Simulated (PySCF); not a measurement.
Ionisation energy of S¹⁵⁺ by level of theory

S¹⁵⁺ 1s1 (2S) → S¹⁶⁺ (bare nucleus), as a difference of total energies. Computed with PySCF 2.14 in an even-tempered Gaussian basis (17 s from 9.6 bohr⁻², ratio 2.2; 7 p from 15 bohr⁻², ratio 2.4; 4 d from 44 bohr⁻², ratio 2.4; 3 f from 67 bohr⁻², ratio 2.4; 3 g from 100 bohr⁻², ratio 2.4), with scalar relativity by spin-free X2C-1e. The calculations carry no spin-orbit coupling.

```
 method  ionisation energy (eV)  difference from reference (eV)
    UHF                  3495.0                            +0.8
    LDA                  3477.1                           -17.1
    PBE                  3492.5                            -1.7
   PBE0                  3493.1                            -1.1
 r2SCAN                  3495.1                            +0.9
r2SCAN0                  3495.1                            +0.9
```

Reference: 3494.2 eV (theoretical estimate listed by NIST; NIST Atomic Spectra Database, ionization energies).
